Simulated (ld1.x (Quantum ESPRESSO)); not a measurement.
# Before and after: TM semilocal potential for Re (Z = 75)

ld1.x (Quantum ESPRESSO) 7.5 input, shortened:

```
&input
   title='Re', zed=75., rel=1, dft='PBE', iswitch=3,
   config='[Xe] 4f14 5d5 6s1 6p0'
 /
 &inputp
   pseudotype=1, tm=.true., lloc=2,
   nlcc=.false.
 /
3
6S  1  0   1.00   0.00  2.60  2.60  0.0
6P  2  1   0.00   0.00  3.40  3.40  0.0
5D  3  2   5.00   0.00  1.55  1.55  0.0
 &test
   configts(1)='5d5 6s1 6p0'
 /
```

Change: all radii scaled by about 1.13 (s 2.94, p 3.86, d 1.76 bohr).

Cutoffs: the cutoffs (Ry, on a coarse ladder) from which the occupation-weighted sum of valence levels, in a spherical-Bessel basis at the reference potential, stays within 10 and 1 mRy of its value at 400 Ry; they do not see the model core or the augmentation charge, which bear on the density cutoff. Errors are all-electron minus pseudo energies relative to the spin-unpolarised reference configuration.

Problem. How do hardness, ghosts and transferability respond?

Solution. The potential gets softer (35 Ry and 55 Ry → 35 Ry and 40 Ry); of the 7 tests that both files solve, the error grows in 1 and shrinks in 3 by more than 15 % and 0.3 meV (median size 26.3 → 16.3 meV); neither file shows a bound ghost. A larger radius leaves more room for a smooth pseudo-wave, so fewer plane waves are needed. A semilocal file is local in each channel, so a ghost entry of none says nothing of the separable form that plane-wave codes build from it.

| quantity | base | changed |
| --- | --- | --- |
| cutoff, loose | 35 Ry | 35 Ry |
| cutoff, tight | 55 Ry | 40 Ry |
| bound ghosts | none | none |
| error for 5d5 6s2 6p0, meV [ΔE -9.25 eV] | +15 | +16 |
| error for 5d5 6s0 6p0, meV [ΔE 16.32 eV] | +33 | +31 |
| error for 5d4 6s0 6p0, meV [ΔE 43.45 eV] | +84 | +62 |
| error for 5d6 6s0 6p0, meV [ΔE 0.15 eV] | -32 | -21 |
| error for 5d5 6s1.5 6p0, meV [ΔE -5.47 eV] | +5.9 | +6.1 |
| error for 5d5 6s0 6p1, meV [ΔE 5.81 eV] | +4.1 | +5.4 |
| error for 5d4 6s2 6p0, meV [ΔE 0.71 eV] | -26 | -10 |
